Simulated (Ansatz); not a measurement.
`BB(N)O` + `[SiH3][InH2]` → `B[SiH2][InH2]` + `NBO`  (formal exchange of groups at a B–B bond)

Gas-phase electronic energies from Ansatz, PBE0-D4/def2-TZVP geometries. CCSD(T)/CBS is the MP2 limit (def2-TZVPP, def2-QZVPP) plus CCSD(T) − MP2 in def2-TZVPP, frozen cores. This one scheme is used for every species. Functionals use def2-TZVPP. def2 core potentials past Kr. For In outer-core shells are correlated without core-valence functions, which leaves a few kJ/mol of doubt a bond. One conformer a species, not always the lowest.

| level | ΔE (kJ/mol) |
| --- | --- |
| r2SCAN-D4 | -52.9 |
| revPBE | -49.7 |
| BLYP | -38.0 |
| r2SCANh | -50.1 |

Task: What does CCSD(T)/CBS give? (Estimate.)

Result: The calculation gave: -44.2 kJ/mol. The listed levels differ from it by -8.7, -5.5, 6.2, -5.9 kJ/mol.

Largest T1 diagnostic among the species: 0.015.

Leaving LDA and LC-ωPBE aside and taking each functional with its dispersion term where it has one, the values, not all of them listed here, spread over 35.6 kJ/mol, from PBE-D4 to BHLYP-D4. LDA lies −18.2 kJ/mol from PBE without D4. From PBE to PBE0 (25 % exact exchange), in def2-TZVPP and without D4, ΔE moves by +9.7 kJ/mol. In def2-TZVPP, CCSD(T) changes the Hartree–Fock value by −57.0 kJ/mol (the triples alone add −10.1 kJ/mol) and MP2 by −67.1 kJ/mol.
